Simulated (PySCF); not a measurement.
Zr(OtBu)F3, C₄H₉F₃OZr (singlet state).
Bonds: Zr1–O2, Zr1–F16, Zr1–F17, Zr1–F18, O2–C3, C3–C4, C3–C5, C3–C6. Hydrogens: H7, H8, H9 on C4; H10, H11, H12 on C5; H13, H14, H15 on C6.

Computed with PBE0-D3(BJ)/def2-SVP geometry optimisation, gas phase, def2 core potentials past Kr in PySCF.

Question: How far are the bound atoms from Zr1?

Answer: 4 atoms: O2 1.891 Å, F17 1.910 Å, F18 1.910 Å, F16 1.910 Å. The nearest atom not counted as bound is C3, at 3.31 Å.

Question: List the angles at Zr1.

Answer: 
```
      angle  degrees  distance of the outer atoms (Å)
F16–Zr1–F17    110.0                             3.13
F17–Zr1–F18    109.9                             3.13
F16–Zr1–F18    109.8                             3.13
 O2–Zr1–F16    109.3                             3.10
 O2–Zr1–F18    109.0                             3.09
 O2–Zr1–F17    108.9                             3.09
```

Question: What is the shape at Zr1?

Answer: Tetrahedral: angles from 108.9° to 110.0°; τ4 = (360° − α − β)/141° = 0.99 with α and β the two widest (0 for a square, 1 for a tetrahedron).

Question: What are the other bond lengths?

Answer: O2–C3 1.415 Å; C3–C4, C3–C5, C3–C6 1.525 Å. (A selection.)

Question: Give some angles away from the centre.

Answer: Zr1–O2–C3 178.6°, O2–C3–C4 107.7°, C4–C3–C5 111.1°.

Charge 0, singlet. No PBE0-D3(BJ)/def2-SVP frequencies stand behind this structure, so it isn't proved a minimum.

Time: 8.8 min; peak memory 0.86 GiB. Hardware: one thread of an Arm Neoverse V1, shared host with 32 logical CPUs at a one-minute load of 14. This is the geometry optimisation.
